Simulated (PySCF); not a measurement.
C2H7BO3. Atoms are numbered in the order given.

```xyz
13

O     -2.6831     0.0065     0.4850
C     -1.4465    -0.3567    -0.0739
C     -0.2757     0.4470     0.4718
B      1.1296     0.0875    -0.1566
O      2.1917     0.9485    -0.1697
O      1.3155    -1.1468    -0.6948
H     -2.6397    -0.1689     1.4306
H     -1.2395    -1.4374     0.0483
H     -1.5416    -0.1857    -1.1581
H     -0.1894     0.2681     1.5630
H     -0.4957     1.5243     0.3684
H      1.9843     1.8069     0.2091
H      2.2136    -1.2521    -1.0294
```

Coordinates come from a PBE0-D3(BJ)/def2-SVP optimisation. The values are those of a single conformer.

Calculation: TDA-PBE/def2-SVPD (PySCF).

Vertical excitations. 

Computed excitation energies, oscillator strengths and character:
```tsv
state	energy (eV)	λ (nm)	f	main pairs
S1	5.42	229	0.019	HOMO→LUMO 100 %
S2	6.07	204	0.002	HOMO→LUMO+1 100 %
S3	6.38	194	0.014	HOMO→LUMO+2 92 %
S4	6.49	191	0.017	HOMO→LUMO+3 92 %
S5	6.80	182	0.011	HOMO−1→LUMO 100 %
S6	7.13	174	0.002	HOMO−2→LUMO 100 %
S7	7.23	172	0.001	HOMO→LUMO+4 100 %
S8	7.38	168	0.030	HOMO−3→LUMO 98 %
S9	7.47	166	0.010	HOMO→LUMO+5 53 %, HOMO−1→LUMO+1 42 %
S10	7.47	166	0.008	HOMO−1→LUMO+1 51 %, HOMO→LUMO+5 46 %
T1	5.36	231	0	HOMO→LUMO 100 %
T2	5.90	210	0	HOMO→LUMO+1 98 %
T3	6.29	197	0	HOMO→LUMO+2 53 %, HOMO→LUMO+3 44 %
T4	6.35	195	0	HOMO→LUMO+3 54 %, HOMO→LUMO+2 46 %
```
Triplets are in the Tamm–Dancoff approximation.
